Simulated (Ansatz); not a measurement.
Two structures of C2H8Ge, closed shell, reached by relaxing down either side of one saddle point (PBE0-D4/def2-TZVP). Energies are electronic, without zero-point energy. Computed with Ansatz 0.2.0 (basis: def2-TZVPP and def2-QZVPP); correlated methods freeze the cores. Filled d shells of the heavier atoms are correlated. The def2 sets are not built for correlating such inner shells, so the correlated values are less sure here. Extrapolation: Hartree–Fock as exp(−7.88 √X), correlation as X^−2.97. First:

Ge1  (-0.176, -0.191, -0.719)
C2  (1.241, 1.057, -0.212)
C3  (-1.081, -0.882, 0.870)
H4  (-1.526, -0.064, 1.438)
H5  (-1.197, 0.528, -1.626)
H6  (0.430, -1.362, -1.521)
H7  (0.823, 1.898, 0.343)
H8  (1.977, 0.557, 0.420)
H9  (1.750, 1.444, -1.096)
H10  (-0.370, -1.404, 1.513)
H11  (-1.872, -1.580, 0.591)
(Å)

Second:

```tsv
atom	x (Å)	y (Å)	z (Å)
Ge1	-0.6909	-1.2061	-0.8096
C2	1.4070	1.7498	0.2712
C3	-1.7589	-1.7659	0.4839
H4	0.6962	1.3514	0.9952
H5	-1.1144	-0.1510	-1.8275
H6	0.7252	-1.7426	-0.9981
H7	1.9292	2.6020	0.7056
H8	2.1309	0.9783	0.0086
H9	0.8744	2.0714	-0.6240
H10	-1.4394	-2.5169	1.1945
H11	-2.7594	-1.3702	0.6003
```

(1) Which bonds change from the first to the second?

(2) Give the saddle point's structure and its height above each. (Judge from chemistry; the value comes from the calculation.)

T1 diagnostic: at most 0.013. The restricted Hartree–Fock reference is unstable towards an unrestricted one at one or more of these structures. A large double-excitation amplitude points to some diradical character; no triplet was computed.

## Answers

(1) C₂H₈Ge ([CH3][GeH2][CH3]) → CH₄Ge ([CH2][GeH2]) + CH₄; bonds formed: C2–H4; bonds broken: Ge1–C2, C3–H4.

(2) By the calculation: 416.6 kJ/mol above the first and 227.6 kJ/mol above the second (CCSD(T) at an estimated basis limit (MP2 extrapolated from triple and quadruple zeta, plus CCSD(T) − MP2 in triple zeta)).
```json
{"atom": "Ge1", "x (Å)": "-0.3555", "y (Å)": "-0.5854", "z (Å)": "-0.8209"}
{"atom": "C2", "x (Å)": "0.9480", "y (Å)": "1.0424", "z (Å)": "0.1224"}
{"atom": "C3", "x (Å)": "-1.1040", "y (Å)": "-0.9690", "z (Å)": "0.8413"}
{"atom": "H4", "x (Å)": "0.0436", "y (Å)": "0.2341", "z (Å)": "0.7151"}
{"atom": "H5", "x (Å)": "-1.0013", "y (Å)": "0.3518", "z (Å)": "-1.8617"}
{"atom": "H6", "x (Å)": "0.8339", "y (Å)": "-1.3485", "z (Å)": "-1.4406"}
{"atom": "H7", "x (Å)": "0.5254", "y (Å)": "1.9959", "z (Å)": "0.4450"}
{"atom": "H8", "x (Å)": "1.8224", "y (Å)": "0.7735", "z (Å)": "0.7176"}
{"atom": "H9", "x (Å)": "1.2894", "y (Å)": "1.1773", "z (Å)": "-0.9135"}
{"atom": "H10", "x (Å)": "-0.8404", "y (Å)": "-1.9401", "z (Å)": "1.2554"}
{"atom": "H11", "x (Å)": "-2.1614", "y (Å)": "-0.7319", "z (Å)": "0.9398"}
```

Labels in which every atom is bracketed show which atoms are joined, not bond orders.

For scale, one of the runs: CCSD(T)/def2-TZVPP, 222 basis functions, launched by `ansatz run in.yaml --threads 4 --pin off --events-out ev --progress --plain --max-ram 9574MiB`. The run took 96 s on 4 CPU threads of an Arm Neoverse V2 (shared host), with 3.5 GiB of host memory at its peak.
